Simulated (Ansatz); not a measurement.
CHO (SMILES [CH]=O), charge 0, multiplicity 2, relaxed at each level with Ansatz (an electronic-structure program); harmonic frequencies from differences of analytic forces, average atomic masses, frozen cores. Open shells are unrestricted.

```tsv
level	C1–O2 (Å)	C1–H3 (Å)	O2–C1–H3 (°)	dipole (D)
HF/def2-TZVPP	1.1497	1.1071	126.9	2.04
PBE/def2-TZVPP	1.1823	1.1357	124.0	1.47
r2SCAN/def2-TZVPP	1.1735	1.1279	124.4	1.56
B3LYP/def2-TZVPP	1.1718	1.1238	124.4	1.62
PBE0/def2-TZVPP	1.1687	1.1238	124.8	1.62
wB97X-V/def2-TZVPP	1.1721	1.1237	124.3	1.68
MP2/cc-pVTZ	1.1824	1.1170	124.0	1.55
CCSD(T)/cc-pVDZ	1.1905	1.1404	124.0	1.46
CCSD(T)/cc-pVTZ	1.1824	1.1209	124.4	1.58
```
